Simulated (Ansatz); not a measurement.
Cost and result for the atomization energy of CH6SeSi, SMILES `[SiH3]C[SeH]` (9 atoms, 8 bonds).

```xyz
9

Si    1.031    0.033   -0.346
C    -0.598   -0.646    0.284
Se   -2.057    0.625   -0.008
H     0.946    0.270   -1.808
H     2.139   -0.924   -0.065
H     1.326    1.316    0.345
H    -0.881   -1.532   -0.289
H    -0.561   -0.926    1.337
H    -1.346    1.784    0.549
```

The species carries charge 0 and has multiplicity 1. Correlated methods include outer-core shells of Se, which these sets cover unevenly. Scalar relativity is left out up to krypton. The geometry is a stationary point of PBE0-D4/def2-TZVP. It is one conformer, not always the lowest. Program: Ansatz. All runs use 2 threads of an Arm Neoverse V1 on a shared host. Times are those of one run each, without the atoms' runs, and a repeat can differ threefold. Electronic energies, without spin–orbit coupling; frozen cores. CCSD(T)/CBS adds CCSD(T) − MP2 in def2-TZVPP to the MP2 limit, and its time is that of the two runs behind it. T1 = 0.010. With those shells the extrapolation isn't a true limit. B3LYP takes the VWN-RPA correlation (the form of Gaussian; ORCA's B3LYP/G).

CCSD(T)/CBS is a level of theory with its own doubt, some kJ/mol a heavy atom from the limit and from the frozen cores, so smaller differences don't rank the functionals.

| level | functions | wall time |
| --- | --- | --- |
| LDA (SPW92)/def2-TZVPP | 205 | 1.6 s |
| revPBE-D4/def2-TZVPP | 205 | 2.7 s |
| BLYP-D4/def2-TZVPP | 205 | 2.7 s |
| CAM-B3LYP-D4/def2-TZVPP | 205 | 4.5 s |
| CCSD(T)/def2-SVP | 94 | 4.6 s |
| B3LYP-D4/def2-TZVPP (with forces) | 205 | 6 s |
| PBE-QIDH/def2-TZVPP | 205 | 7 s |
| ωB97X-V/def2-TZVPP | 205 | 12 s |
| B97M-V/def2-TZVPP | 205 | 14 s |
| ωB97M-V/def2-TZVPP (with forces) | 205 | 16 s |
| MP2/def2-QZVPP | 396 | 27 s |
| CCSD(T)/def2-TZVPP | 205 | 100 s |
| CCSD(T)/CBS(def2) | – | 2.2 min |

(1) What atomization energy does each give, and how far from CCSD(T)/CBS? (Best estimate.)

## Answers

(1) The calculation gave: 
```tsv
level	atomization (kJ/mol)	difference from CCSD(T)/CBS	per bond
LDA (SPW92)/def2-TZVPP	3130.6	329.5	41.2
revPBE-D4/def2-TZVPP	2746.2	-54.9	-6.9
BLYP-D4/def2-TZVPP	2764.9	-36.2	-4.5
CAM-B3LYP-D4/def2-TZVPP	2792.0	-9.1	-1.1
CCSD(T)/def2-SVP	2621.1	-180.0	-22.5
B3LYP-D4/def2-TZVPP (with forces)	2788.3	-12.8	-1.6
PBE-QIDH/def2-TZVPP	2762.6	-38.5	-4.8
ωB97X-V/def2-TZVPP	2804.8	3.7	0.5
B97M-V/def2-TZVPP	2794.7	-6.4	-0.8
ωB97M-V/def2-TZVPP (with forces)	2788.2	-12.9	-1.6
MP2/def2-QZVPP	2764.8	-36.3	-4.5
CCSD(T)/def2-TZVPP	2731.6	-69.5	-8.7
CCSD(T)/CBS(def2)	2801.1	0.0	0.0
```

At CCSD(T), def2-SVP lies −180.0 kJ/mol from the extrapolated value and def2-TZVPP −69.5 kJ/mol: correlation converges slowly with the basis, and small sets miss more of it in the bonded molecule than in its fragments. From BLYP to BHLYP (50 % exact exchange), in def2-TZVPP and without D4, the atomization energy moves by −7.8 kJ/mol: exact exchange takes away binding that semilocal exchange gives to molecules. In def2-TZVPP, CCSD(T) changes the Hartree–Fock value by +664.7 kJ/mol (the triples alone add +32.1 kJ/mol) and MP2 by +657.1 kJ/mol; breaking electron pairs costs correlation energy, which Hartree–Fock lacks.
